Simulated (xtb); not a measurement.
C6H12O2Si (SMILES C=CC(=O)O[Si](C)(C)C), singlet, from a rough starting geometry; GFN2-xTB in xtb 6.7.1.

xtb was given this input:
```
$ xtb mol.xyz --gfn 2 --opt vtight --json

# file mol.xyz
21

C      3.60225587    -0.20970219    -0.08733688
C      2.79509930    -0.77200295     0.86706191
C      1.27447882    -0.79292981     0.97167975
O      0.68885831    -1.34196604     1.88235598
O      0.77113812    -0.06460754    -0.04031309
Si    -0.88761159     0.26299337    -0.18529386
C     -1.17383653     1.27907099    -1.79841251
C     -1.58193426     1.08552171     1.24701042
C     -1.82403934    -1.41385156    -0.46063010
H      3.14922065     0.39268224    -0.93669272
H      4.63619597    -0.28299465    -0.10953296
H      3.22482641    -1.35031986     1.69575152
H     -2.23333582     1.40964461    -1.87831711
H     -0.64590552     2.26324394    -1.65054047
H     -0.76938438     0.72952484    -2.65477016
H     -1.46529794     0.55409555     2.15521745
H     -2.66492217     1.35884733     1.11708257
H     -1.08458003     2.04355895     1.37431656
H     -1.37065247    -1.98356615    -1.35690064
H     -2.83493455    -1.22542226    -0.62524619
H     -1.69334786    -2.00193195     0.40027594
```

The log (banner, timings and long lists left out):

```
   ID    Z sym.   atoms
    1    6 C      1-3, 7-9
    2    8 O      4, 5
    3   14 Si     6
    4    1 H      10-21

           -------------------------------------------------
          |                Calculation Setup                |
           -------------------------------------------------

           -------------------------------------------------
          |                 G F N 2 - x T B                 |
           -------------------------------------------------

          ...................................................
          :                      SETUP                      :
          :.................................................:
          :  # basis functions                  54          :
          :  # atomic orbitals                  53          :
          :  # shells                           31          :
          :  # electrons                        52          :
          :  max. iterations                   250          :
          :  Hamiltonian                  GFN2-xTB          :
          :  restarted?                      false          :
          :  GBSA solvation                  false          :
          :  PC potential                    false          :
          :  electronic temp.          300.0000000     K    :
          :  accuracy                    1.0000000          :
          :  -> integral cutoff          0.2500000E+02      :
          :  -> integral neglect         0.1000000E-07      :
          :  -> SCF convergence          0.1000000E-05 Eh   :
          :  -> wf. convergence          0.1000000E-03 e    :
          :  Broyden damping             0.4000000          :
          :  net charge                          0          :
          :  unpaired electrons                  0          :
          ...................................................

 iter      E             dE          RMSdq      gap      omega  full diag
   1    -29.0327440 -0.290327E+02  0.469E+00    3.70       0.0  T
   2    -29.1401679 -0.107424E+00  0.282E+00    3.12       1.0  T
   3    -29.1535437 -0.133758E-01  0.166E+00    2.98       1.0  T
   4    -29.1602364 -0.669272E-02  0.854E-01    2.81       1.0  T
   5    -29.1682003 -0.796389E-02  0.480E-01    2.84       1.0  T
   6    -29.1692736 -0.107335E-02  0.234E-01    2.85       1.0  T
   7    -29.1693336 -0.599268E-04  0.113E-01    2.88       1.0  T
   8    -29.1694023 -0.687080E-04  0.515E-02    2.87       1.0  T
   9    -29.1694102 -0.794776E-05  0.162E-02    2.88       1.4  T
  10    -29.1694106 -0.383582E-06  0.798E-03    2.88       2.7  T
  11    -29.1694107 -0.539511E-07  0.347E-03    2.88       6.3  T
  12    -29.1694107 -0.615971E-08  0.173E-03    2.88      12.6  T
  13    -29.1694107 -0.186312E-08  0.473E-04    2.88      46.1  T
  14    -29.1694107 -0.553797E-10  0.180E-04    2.88     121.5  T

   *** convergence criteria satisfied after 14 iterations ***

         :::::::::::::::::::::::::::::::::::::::::::::::::::::
         ::                     SUMMARY                     ::
         :::::::::::::::::::::::::::::::::::::::::::::::::::::
         :: total energy             -28.807584431360 Eh    ::
         :: gradient norm              0.169811456779 Eh/a0 ::
         :: HOMO-LUMO gap              2.876071176834 eV    ::
         ::.................................................::
         :: SCC energy               -29.169296083962 Eh    ::
         :: -> isotropic ES            0.067883287213 Eh    ::
         :: -> anisotropic ES          0.004266461898 Eh    ::
         :: -> anisotropic XC          0.012461891976 Eh    ::
         :: -> dispersion             -0.014816940433 Eh    ::
         :: repulsion energy           0.361711652602 Eh    ::
         :: add. restraining           0.000000000000 Eh    ::
         :: total charge               0.000000000000 e     ::
         :::::::::::::::::::::::::::::::::::::::::::::::::::::

      -----------------------------------------------------------
[...]
 * total energy  :   -28.8369071 Eh     change       -0.1434001E-04 Eh
 * total energy  :   -28.8369170 Eh     change       -0.9916110E-05 Eh
 * total energy  :   -28.8369265 Eh     change       -0.9433871E-05 Eh
 * total energy  :   -28.8369311 Eh     change       -0.4628059E-05 Eh
 * total energy  :   -28.8369310 Eh     change        0.1075254E-06 Eh
 * total energy  :   -28.8369342 Eh     change       -0.3209657E-05 Eh
 * total energy  :   -28.8369352 Eh     change       -0.9869381E-06 Eh
 * total energy  :   -28.8369356 Eh     change       -0.3726763E-06 Eh
 * total energy  :   -28.8369357 Eh     change       -0.1679815E-06 Eh
 * total energy  :   -28.8369357 Eh     change        0.9773533E-08 Eh
 * total energy  :   -28.8369358 Eh     change       -0.1038695E-06 Eh
 * total energy  :   -28.8369359 Eh     change       -0.4079293E-07 Eh
   *** GEOMETRY OPTIMIZATION CONVERGED AFTER 20 ITERATIONS ***
         :: total energy             -28.836935860214 Eh    ::
[...]
     2   6 C        2.887    -0.059    29.453     8.897
     3   6 C        2.788     0.357    20.939     7.495
     4   8 O        0.857    -0.418    22.036     6.294
     5   8 O        1.624    -0.356    20.029     6.041
     6  14 Si       3.485     0.571    99.390    19.325
     7   6 C        3.650    -0.210    25.032     7.187
     8   6 C        3.649    -0.207    24.973     7.179
     9   6 C        3.649    -0.207    24.973     7.179
    10   1 H        0.926     0.071     2.070     2.250
    11   1 H        0.926     0.060     2.198     2.319
    12   1 H        0.926     0.067     2.113     2.273
    13   1 H        0.925     0.027     2.633     2.538
    14   1 H        0.925     0.042     2.422     2.434
    15   1 H        0.925     0.042     2.423     2.434
    16   1 H        0.925     0.057     2.237     2.339
    17   1 H        0.925     0.039     2.463     2.454
    18   1 H        0.925     0.044     2.397     2.421
    19   1 H        0.925     0.044     2.396     2.421
    20   1 H        0.925     0.039     2.463     2.454
    21   1 H        0.925     0.057     2.237     2.339

 Mol. C6AA /au·bohr⁶  :       4552.791228
 Mol. C8AA /au·bohr⁸  :     122539.348470
 Mol. α(0) /au        :        107.178063

Wiberg/Mayer (AO) data.
largest (>0.10) Wiberg bond orders for each atom

 ---------------------------------------------------------------------------
     #   Z sym  total        # sym  WBO       # sym  WBO       # sym  WBO
 ---------------------------------------------------------------------------
     1   6 C    3.982 --     2 C    1.932    11 H    0.975    10 H    0.971
     2   6 C    3.989 --     1 C    1.932     3 C    1.014    12 H    0.963
     3   6 C    3.922 --     4 O    1.728     5 O    1.146     2 C    1.014
     4   8 O    2.032 --     3 C    1.728     5 O    0.150
     5   8 O    2.339 --     3 C    1.146     6 Si   0.902     4 O    0.150
     6  14 Si   3.720 --     9 C    0.906     8 C    0.906     5 O    0.902
                             7 C    0.888
     7   6 C    3.983 --    13 H    0.999    15 H    0.986    14 H    0.986
                             6 Si   0.888
     8   6 C    3.985 --    17 H    0.990    16 H    0.982    18 H    0.981
                             6 Si   0.906
     9   6 C    3.985 --    20 H    0.990    21 H    0.982    19 H    0.981
                             6 Si   0.906
    10   1 H    0.995 --     1 C    0.971
    11   1 H    0.996 --     1 C    0.975
    12   1 H    0.995 --     2 C    0.963
    13   1 H    0.999 --     7 C    0.999
    14   1 H    0.998 --     7 C    0.986
    15   1 H    0.998 --     7 C    0.986
    16   1 H    0.997 --     8 C    0.982
    17   1 H    0.998 --     8 C    0.990
    18   1 H    0.998 --     8 C    0.981
    19   1 H    0.998 --     9 C    0.981
    20   1 H    0.998 --     9 C    0.990
    21   1 H    0.997 --     9 C    0.982
 ---------------------------------------------------------------------------

Topologies differ in total number of bonds
Writing topology from bond orders to xtbtopo.mol

molecular dipole:
                 x           y           z       tot (Debye)
 q only:        0.056       0.489      -0.733
   full:        0.243       0.502      -0.773       2.422
molecular quadrupole (traceless):
                xx          xy          yy          xz          yz          zz
 q only:        8.732      -0.312      -3.035      -0.591       3.364      -5.697
  q+dip:        8.889       0.014      -3.035      -1.066       3.669      -5.854
   full:        8.754      -0.576      -2.573      -0.076       4.436      -6.182

optimized geometry written to: xtbopt.xyz

           -------------------------------------------------
          | TOTAL ENERGY              -28.836935860214 Eh   |
          | GRADIENT NORM               0.000036643263 Eh/α |
          | HOMO-LUMO GAP               3.294143810464 eV   |
           -------------------------------------------------
```
